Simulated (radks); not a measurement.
The holmium anion Ho- inside a hard spherical wall (all orbitals vanish at R), configuration held at [Xe] 4f12 6s2 and not refilled when levels cross. All-electron calculation, scalar-relativistic Kohn-Sham, PBEsol, spin-polarised, spherical densities, point nucleus; open shells are filled with parallel spins first (spin-orbit coupling, left out, can overturn this in heavy ions). Program: a radial shooting solver on a logarithmic mesh with Libxc functionals. Eigenvalues in eV for spin up, with the zero of energy where the potential of the charges vanishes at infinity; a dash marks a level that is unbound or too diffuse for the functional's potential to be trusted. A positive occupied level is held by the wall or, in an anion where self-interaction has pushed it up, behind a barrier. The pressure on the wall is -dE/dV.

\begin{tabular}{lrrrrrrrrr}
R (bohr) & E (hartree) & kinetic (hartree) & e(5s) & e(5p) & e(6s) & e(4f) & e(6p, empty) & e(7s, empty) & pressure (GPa) \\ \hline
15 & -12612.2410 & 13640.563 & -45.757 & -21.310 & -0.199 & 1.544 & - & - & 0.0680 \\
12 & -12612.2183 & 13640.531 & -44.287 & -19.930 & 0.550 & 3.171 & - & - & 0.151 \\
10 & -12612.1943 & 13640.542 & -42.775 & -18.500 & 1.304 & 4.796 & - & - & 0.379 \\
8 & -12612.1420 & 13640.651 & -40.623 & -16.452 & 2.631 & 7.054 & 5.325 & 11.294 & 1.54 \\
7 & -12612.0843 & 13640.803 & -39.157 & -15.059 & 3.850 & 8.578 & 7.123 & 15.906 & 3.74 \\
6 & -12611.9704 & 13641.116 & -37.213 & -13.228 & 5.962 & 10.619 & 10.247 & 23.780 & 10.5 \\
5 & -12611.7141 & 13641.864 & -34.397 & -10.619 & 10.131 & 13.652 & 16.313 & 38.566 & 36.7 \\
4 & -12610.9989 & 13644.189 & -29.495 & -6.065 & 20.159 & 19.191 & 30.166 & 70.461 & 181 \\
3.5 & -12610.1051 & 13647.276 & -25.120 & -1.821 & 31.165 & 24.377 & 44.460 & 101.60 & 482 \\
\end{tabular}
